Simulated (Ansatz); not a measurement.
A nudged elastic band was laid between two geometries of BFH3NO + H2S (10 atoms, charge 0, multiplicity 1).

The calculation used RKS PBE/6-31G* (Ansatz 0.2.0).

| Property | Result |
| --- | --- |
| movable images | 7 |
| climbing image | yes |
| spring | 0.1 eV/Å² |
| optimiser | quadratic models (default) |
| start path | through a guess of the saddle point |
| force threshold | 0.05 eV/Å |
| iteration limit | 60 |
| end points | relaxed |

First end point:

```xyz
10
Properties=species:S:1:pos:R:3
B 0.143 -0.537 0.220
N 0.256 -0.292 1.630
H -0.565 -0.274 2.233
H 1.086 -0.621 2.121
F 1.225 -1.006 -0.434
O -0.972 -0.266 -0.533
H -1.643 0.236 -0.024
S -1.661 2.607 1.137
H -1.181 3.013 -0.067
H -0.495 1.968 1.457
```

Last end point:

```xyz
10
Properties=species:S:1:pos:R:3
B -0.203 0.430 0.214
N 0.140 0.170 1.832
H -0.694 0.339 2.408
H 0.442 -0.806 1.974
F 1.006 0.165 -0.423
O -1.279 -0.480 0.019
H -1.611 -0.379 -0.893
S -0.599 2.329 0.030
H -1.896 2.256 0.432
H 0.885 0.803 2.147
```

(1) Which bonds break or form, and what moves?

(2) What energy profile does the band end with?

(3) What is the geometry of the highest image?

Results:

(1) Bonds broken: S8–H10. Bonds formed: B1–S8, N2–H10. BFH3NO + H2S becomes BFH5NOS.

(2) The run converged. The highest image is number 4 of 0 to 8, 0.78 eV above the first end and 0.86 eV above the last; the last end lies 0.08 eV below the first. The profile has 3 maxima (images 2, 4, 7) with wells between them (images 3, 6): this band takes more than one step, which may be the mechanism or a detour left from its start path. A structure lower than the first end lies on the path between it and the top, so the climb from that side starts below the end, which may itself be a saddle point or a shallow side well. The order of the stationary point at the top wasn't checked. The orbitals stay closed-shell, which can raise the energy where a bond breaks towards radicals; this wasn't checked here.

```json
{"image": "0", "path coordinate (Å)": "0.00", "energy (eV)": "0.00", "S8–H10 (Å)": "1.37", "B1–S8 (Å)": "3.74", "N2–H10 (Å)": "2.39"}
{"image": "1", "path coordinate (Å)": "1.63", "energy (eV)": "0.07", "S8–H10 (Å)": "1.37", "B1–S8 (Å)": "4.18", "N2–H10 (Å)": "2.20"}
{"image": "2", "path coordinate (Å)": "3.27", "energy (eV)": "0.09", "S8–H10 (Å)": "1.37", "B1–S8 (Å)": "3.97", "N2–H10 (Å)": "2.19"}
{"image": "3", "path coordinate (Å)": "4.99", "energy (eV)": "-0.01", "S8–H10 (Å)": "1.36", "B1–S8 (Å)": "3.76", "N2–H10 (Å)": "2.64"}
{"image": "4", "path coordinate (Å)": "6.71", "energy (eV)": "0.78", "S8–H10 (Å)": "1.70", "B1–S8 (Å)": "2.55", "N2–H10 (Å)": "1.29"}
{"image": "5", "path coordinate (Å)": "7.88", "energy (eV)": "-0.04", "S8–H10 (Å)": "2.75", "B1–S8 (Å)": "1.96", "N2–H10 (Å)": "1.03"}
{"image": "6", "path coordinate (Å)": "9.01", "energy (eV)": "-0.06", "S8–H10 (Å)": "3.08", "B1–S8 (Å)": "1.94", "N2–H10 (Å)": "1.03"}
{"image": "7", "path coordinate (Å)": "10.36", "energy (eV)": "-0.04", "S8–H10 (Å)": "2.79", "B1–S8 (Å)": "1.95", "N2–H10 (Å)": "1.03"}
{"image": "8", "path coordinate (Å)": "11.76", "energy (eV)": "-0.08", "S8–H10 (Å)": "3.00", "B1–S8 (Å)": "1.95", "N2–H10 (Å)": "1.03"}
```

(3) 
```xyz
10
Properties=species:S:1:pos:R:3
B -0.176 -0.006 0.273
N 0.009 0.042 1.799
H -0.764 -0.366 2.336
H 0.914 -0.301 2.140
F 0.944 -0.199 -0.456
O -1.429 -0.401 -0.128
H -1.495 -0.379 -1.102
S -0.213 2.534 0.504
H -1.561 2.579 0.682
H -0.037 1.325 1.692
```

Time of the run: 5.5 min on 2 threads of Arm Neoverse V2, on a shared host, peak memory 0.13 GiB.
